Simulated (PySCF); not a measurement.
Compound: 2,2,3,3,3-pentafluoro-1-propanol, C3H3F5O.
Bonds: O1–C2, C2–C3, C3–F4, C3–F5, C3–C6, C6–F7, C6–F8, C6–F9. Hydrogens: H10 on O1; H11, H12 on C2.

The same species was optimised twice, with GFN2-xTB and with PBE0-D3(BJ)/def2-SVP (PySCF), and the same property calculations (PySCF, gas phase) were run on both structures.

| coordinate | GFN2-xTB | PBE0-D3(BJ)/def2-SVP | change |
| --- | --- | --- | --- |
| C2–C3 (Å) | 1.539 | 1.519 | -0.020 |
| C3–C6 (Å) | 1.549 | 1.537 | -0.012 |
| C3–F5 (Å) | 1.349 | 1.343 | -0.006 |
| C6–F8 (Å) | 1.336 | 1.331 | -0.005 |
| C6–F7 (Å) | 1.335 | 1.331 | -0.004 |
| C6–F9 (Å) | 1.326 | 1.322 | -0.004 |
| C3–F4 (Å) | 1.359 | 1.357 | -0.002 |
| O1–C2 (Å) | 1.388 | 1.388 | 0.000 |
| C2–C3–C6 (°) | 112.2 | 114.3 | +2.1 |
| C3–C6–F9 (°) | 112.8 | 111.0 | -1.8 |
| F4–C3–F5 (°) | 106.1 | 107.6 | +1.5 |
| C2–C3–F4 (°) | 109.8 | 108.7 | -1.1 |
| F7–C6–F8 (°) | 107.1 | 108.3 | +1.2 |
| O1–C2–C3 (°) | 111.9 | 110.8 | -1.1 |
| F7–C6–F9 (°) | 108.0 | 108.9 | +0.9 |
| F5–C3–C6 (°) | 108.5 | 107.6 | -0.9 |
| O1–C2–C3–F4 (°) | -57 | -55 | +2 |
| C2–C3–C6–F7 (°) | -56 | -58 | -2 |

Rotational constants: A = 2529, B = 1236, C = 1183 MHz (GFN2-xTB) against A = 2576, B = 1248, C = 1209 MHz (PBE0-D3(BJ)/def2-SVP).

On the GFN2-xTB structure: lowest singlet, TDDFT (eV) 7.57 [PBE0/def2-SVPD]; lowest triplet, Tamm–Dancoff (eV) 7.18 [PBE0/def2-SVPD]; isotropic polarisability (au) 46.7 [PBE0/def2-SVPD]; HOMO (eV) -8.99 [PBE0/def2-SVPD]; LUMO (eV) 0.14 [PBE0/def2-SVPD]; dipole (D) 1.59 [PBE0/def2-SVPD]; HOMO (eV) -8.78 [PBE0/pcSseg-1]; LUMO (eV) 0.96 [PBE0/pcSseg-1]; dipole (D) 1.55 [PBE0/pcSseg-1]; GIAO shielding of O1 (ppm) 333.8 [PBE0/pcSseg-1]; GIAO shielding of C2 (ppm) 120.3 [PBE0/pcSseg-1]; GIAO shielding of C3 (ppm) 64.9 [PBE0/pcSseg-1]; GIAO shielding of F4/F5 (mean) (ppm) 322.7 [PBE0/pcSseg-1]; GIAO shielding of C6 (ppm) 58.4 [PBE0/pcSseg-1]; GIAO shielding of F7/F8/F9 (mean) (ppm) 271.3 [PBE0/pcSseg-1].

What do these properties become on the PBE0-D3(BJ)/def2-SVP structure?

```tsv
property	level	on GFN2-xTB	on PBE0-D3(BJ)/def2-SVP	change
lowest singlet, TDDFT (eV)	PBE0/def2-SVPD	7.57	7.63	+0.06
lowest triplet, Tamm–Dancoff (eV)	PBE0/def2-SVPD	7.18	7.25	+0.07
isotropic polarisability (au)	PBE0/def2-SVPD	46.7	46.3	-0.4
HOMO (eV)	PBE0/def2-SVPD	-8.99	-8.99	0.00
LUMO (eV)	PBE0/def2-SVPD	0.14	0.20	+0.06
dipole (D)	PBE0/def2-SVPD	1.59	1.59	0.00
energy, GFN2-xTB geometry as zero (kcal/mol)	PBE0/def2-SVPD	0.0	-0.4	-0.4
HOMO (eV)	PBE0/pcSseg-1	-8.78	-8.79	-0.01
LUMO (eV)	PBE0/pcSseg-1	0.96	1.05	+0.09
dipole (D)	PBE0/pcSseg-1	1.55	1.56	+0.01
energy, GFN2-xTB geometry as zero (kcal/mol)	PBE0/pcSseg-1	0.0	-0.6	-0.6
GIAO shielding of O1 (ppm)	PBE0/pcSseg-1	333.8	335.1	+1.3
GIAO shielding of C2 (ppm)	PBE0/pcSseg-1	120.3	121.6	+1.3
GIAO shielding of C3 (ppm)	PBE0/pcSseg-1	64.9	67.3	+2.4
GIAO shielding of F4/F5 (mean) (ppm)	PBE0/pcSseg-1	322.7	326.1	+3.4
GIAO shielding of C6 (ppm)	PBE0/pcSseg-1	58.4	59.8	+1.4
GIAO shielding of F7/F8/F9 (mean) (ppm)	PBE0/pcSseg-1	271.3	276.4	+5.1
```

The heavy atoms differ by 0.043 Å rms after alignment. Among bonds between heavy atoms C2–C3 changes most (-0.020 Å). Changes are differences of the printed values. Neither structure is proved a minimum here.

Shape of the structure used: `[OH:1][CH2:2][C:3]([F:4])([F:5])[C:6]([F:7])([F:8])[F:9]`: O1–C2–C3–F4 -55°, C2–C3–C6–F7 -58°, H–O1–C2–C3 59°.
